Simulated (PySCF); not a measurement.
Computed structure and properties of [WO2F2]−

System: [WO2F2]− (doublet); start: template (C2v). Method: PySCF 2.14.0, UKS PBE0, W def2-SVP with ECP60, O def2-SVP, F def2-SVP; non-relativistic Hamiltonian with scalar-relativistic core potentials where named; density fitting; no spin-orbit coupling.

Input of the relaxation:

```python
mol = gto.M(atom='''
W      0.00000     0.00000     0.04028
O      0.87160     0.87160     0.91188
O     -0.87160    -0.87160     0.91188
F      1.00300    -1.00300    -0.96272
F     -1.00300     1.00300    -0.96272''',
    basis={'W': 'def2-SVP', 'O': 'def2-SVP', 'F': 'def2-SVP'},
    ecp={'W': 'def2-SVP'},
    charge=-1, spin=1)
mf = dft.UKS(mol, xc='PBE0')
mf.grids.atom_grid = (50, 194)
mf = mf.density_fit()  # fitting sets: W def2-universal-JKFIT, O def2-universal-JKFIT, F def2-universal-JKFIT
mf.conv_tol = 1e-08; mf.max_cycle = 55
mf.kernel(dm0)  # dm0: converged density of the start geometry
# quasi-Newton relaxation in Cartesian coordinates to a largest gradient under 0.00045 Eh/bohr, steps kept in the point group
```

Run from Python with OMP_NUM_THREADS=2; the lines above give its settings. Where DIIS fails, smearing, a level shift and second-order steps follow.
It took 39 s on 2 threads of Arm Neoverse V1 (shared host), from the converged density of the start.

Course of the relaxation:

```
step  energy above end (eV)  largest force component within the symmetry (eV/Å)
   0                 6.6093                                              16.556
   1                 1.6126                                               7.670
   2                 0.7062                                               3.160
   3                 0.5137                                               1.240
   4                 0.4010                                               3.081
   5                 0.2831                                               1.813
   6                 0.0511                                               0.418
   7                 0.0076                                               0.443
   8                 0.0009                                               0.093
   9                 0.0001                                               0.022
  10                 0.0000                                               0.010
  11                 0.0000                                               0.004
```

Relaxed geometry (C2v):

```xyz
5

W     0.0000    0.0000    0.1969
O     1.0201    1.0201    1.1592
O    -1.0201   -1.0201    1.1592
F     0.8876   -0.8876   -1.2884
F    -0.8876    0.8876   -1.2884
```

```
  contact      Å
W1–O2 (O)  1.734
W1–O3 (O)  1.734
W1–F4 (F)  1.945
W1–F5 (F)  1.945
```

On the finer grid (75, 302):

```json
{"HOMO": "-0.30 eV", "LUMO": "3.36 eV", "Dipole about the centre of mass": "0.32 D", "Spin squared": "0.756", "Set of Mulliken populations of W1 outside the core potential": "s 2.55, p 6.43, d 3.96, f 0.20", "D3(BJ) dispersion energy (not in the energies)": "-0.078 eV"}
```

| atom | Mulliken (e) | Löwdin (e) | spin (e) |
| --- | --- | --- | --- |
| W1 | 0.87 | 0.10 | 1.00 |
| O2 | -0.49 | -0.28 | -0.03 |
| O3 | -0.49 | -0.28 | -0.03 |
| F4 | -0.44 | -0.27 | 0.04 |
| F5 | -0.44 | -0.27 | 0.04 |

On the grid (50, 194), as all that follows. Harmonic modes: a minimum within the noise of the softest modes; lowest 59 cm⁻¹ (negative: unstable), highest 993 cm⁻¹, zero-point energy 0.259 eV.

Rigid scan of O along the line from its metal, all other atoms held (where the atom bridges, its other bond changes as well):

(distance to O2 (Å), energy (eV)): (1.43, 3.945), (1.53, 1.449), (1.63, 0.301), (1.73, 0.000), (1.83, 0.216), (1.93, 0.736), (2.03, 1.422), (2.18, 2.571)

Taking off one F (charge -1, singlet; the rest: doublet) in vacuum, both parts rigid, costs 6.47 eV; the small basis without counterpoise inflates it.

Rigid scan of F along the line from its metal, all other atoms held (where the atom bridges, its other bond changes as well):

```tsv
distance to F4 (Å)	energy (eV)
1.64	1.741
1.74	0.641
1.84	0.133
1.94	0.000
2.04	0.096
2.14	0.327
2.34	0.972
2.64	1.994
3.04	3.054
3.54	3.798
```

One start shape was tried, so this needn't be the lowest isomer.

Open shells may have lower solutions than the one found.
